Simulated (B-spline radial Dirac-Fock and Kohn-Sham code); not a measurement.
**How the binding energies of Er²⁷⁺ add up**

System: Er²⁷⁺, [Kr] 4d5; nuclear rms radius 5.2516 fm (A = 166).

Input of the calculation (task.json; shells as n, l, electrons):

```json
{"items": [{
  "Z": 68,
  "q": 27,
  "cfg": [[1, 0, 2], [2, 0, 2], [2, 1, 6], [3, 0, 2], [3, 1, 6], [3, 2, 10], [4, 0, 2], [4, 1, 6], [4, 2, 5]],
  "A": 166,
  "rrms": 5.2516,
  "do": ["binding"]
}]}
```

Run with: `python xray_run.py task.json out`

The computed values come from a B-spline atomic structure program: ΔSCF Dirac-Fock with Breit, self-energy and vacuum polarisation, finite nucleus, configuration average. No correlation. Energies are counted from the vacuum level.

All terms are in eV, carry their sign (relaxation lowers the binding energy) and add up to the binding energy; ⟨r⟩ is the mean radius of the orbital in the initial state.

```
subshell  −ε (Koopmans)  relaxation    Gaunt  retardation     QED  binding energy  ⟨r⟩ (bohr)
      1s        58759.8      -61.05  -191.09        17.07  -90.15         58434.6       0.020
      2s        10773.0      -27.11   -20.42         1.43  -12.62         10714.3       0.086
   2p1/2        10282.5      -31.29   -35.02         3.83    0.31         10220.3       0.072
   2p3/2         9363.6      -28.84   -24.59         4.99   -1.03          9314.2       0.079
      3s         3177.2       -7.75    -3.75         0.24   -2.88          3163.0       0.223
   3p1/2         2963.4       -8.48    -6.53         0.65    0.02          2949.0       0.213
   3p3/2         2764.2       -7.67    -4.41         0.94   -0.24          2752.8       0.226
   3d3/2         2404.7       -9.65    -2.74         0.23    0.25          2392.8       0.199
   3d5/2         2361.8       -9.29    -1.85         0.25    0.13          2351.0       0.203
      4s         1294.4       -1.22    -1.04         0.09   -0.81          1291.4       0.472
   4p1/2         1200.7       -1.27    -1.75         0.20    0.01          1197.9       0.474
   4p3/2         1145.5       -1.13    -1.17         0.28   -0.06          1143.4       0.495
      4d          994.7       -1.15    -0.51         0.09    0.05           993.2       0.500
```

For the deepest level, K (1s), the Breit terms make up -0.298 % of the binding energy, QED -0.154 % and orbital relaxation -0.104 %.

Spin-orbit splittings: 2p 906.2 eV, 3p 196.2 eV, 3d 41.82 eV, 4p 54.48 eV.

Going to the tabulated ground configuration of the next ion removes an electron from N4,5 (4d), computed at 993.2 eV. NIST lists 989 ± 4 eV as the ionisation energy of this species (theoretical), -4.17 eV from the computed value. Where a p, d or f shell is open in either ion the computed value averages over both j values and all terms, while the table refers to the lowest levels; that difference holds spin-orbit splitting (largest in heavy or highly charged ions), term energies where several electrons share open shells, and correlation, and it can reach 10 % or more.
